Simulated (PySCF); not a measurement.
**Assigning NMR signals**

Bonds (- single, = double, # triple, : aromatic): N1#C2, C2-C3, C3-F4, C3-C5, C5-C6, C6-C7, C7-C8, C8-Si9, Si9-C3. C5 carries H10, H11; C6 carries H12, H13; C7 carries H14, H15; C8 carries H16, H17; Si9 carries H18, H19. Stereochemistry as in N#C[C@@]1(F)CCCC[SiH2]1. H11, H13, H15, H17, H19 are pro-R; H10, H12, H14, H16, H18 are pro-S.

Method: coordinates at the GFN2-xTB level, σ from GIAO-PBE0/pcSseg-1, in PySCF 2.14 (relativity neglected, gas phase, single conformer).

References, each an isolated molecule treated in the same way: $^{13}$C (σ = 186.93 ppm), $^{1}$H (σ = 31.72 ppm) against TMS.

Task: Assign these signals to the numbered atoms. $^{13}$C{$^{1}$H} NMR (computed): δ 124.1 (C), 83.3 (C), 41.2 (CH2), 28.8 (CH2), 28.2 (CH2), 11.3 (CH2).

Result: 
124.1 → C2, nitrile carbon: C≡N carbons fall here, among the sp2 signals but without a proton
83.3 → C3, fully substituted sp3 carbon bonded to F and Si, α to a nitrile: the inductive effect lowers its shielding
41.2 → C5, sp3 CH2 in a ring: a saturated carbon with 2 carbon neighbours and no heteroatom attached
28.8 → C6, sp3 CH2 in a ring
28.2 → C7, sp3 CH2 in a ring
11.3 → C8, sp3 CH2 bonded to Si: an electropositive neighbour leaves it electron-rich and shielded

C6 and C7 lie closer than the usual error of such a calculation, so a measured spectrum could show them in the other order.

Task: Assign these signals to the numbered atoms. $^{1}$H NMR (300 MHz, computed): δ 4.48 (m, 1H), 4.27 (m, 1H), 2.63 (m, 1H), 2.14 (m, 1H), 1.94 (m, 1H), 1.92 (m, 1H), 1.54 (m, 1H), 1.24 (m, 1H), 1.14 (m, 1H), 1.05 (m, 1H).

Result: 
4.48 → H19, hydrogen on a silicon bonded to 2 C, in a 6-membered ring
4.27 → H18, hydrogen on a silicon bonded to 2 C, in a 6-membered ring
2.63 → H10, hydrogen on an sp3 CH2 in a ring
2.14 → H15, hydrogen on an sp3 CH2 in a ring
1.94 → H11, hydrogen on an sp3 CH2 in a ring
1.92 → H13, hydrogen on an sp3 CH2 in a ring: far from electronegative atoms and π systems
1.54 → H12, hydrogen on an sp3 CH2 in a ring
1.24 → H14, hydrogen on an sp3 CH2 in a ring
1.14 → H16, hydrogen on an sp3 CH2 bonded to Si
1.05 → H17, hydrogen on an sp3 CH2 bonded to Si

H11 and H13; H14 and H16; H16 and H17 lie closer than the usual error of such a calculation, so a measured spectrum could show them in the other order.

Splittings by $^{19}$F in the carbon and heteronuclear signals aren't shown, as no couplings were computed. Shifts are as computed. Against solution values, carbons near 30 ppm lie about +3 ppm off and those near 130 ppm about +5 ppm. Of 1211 compounds with measured shifts, 218 miss one by over three times the rms of a fit or turn the order of signals round; such compounds aren't used in these exercises. Multiplicities follow the n + 1 count of equivalent neighbours, as no J values were calculated; m marks all less simple cases, F and P coupling included.
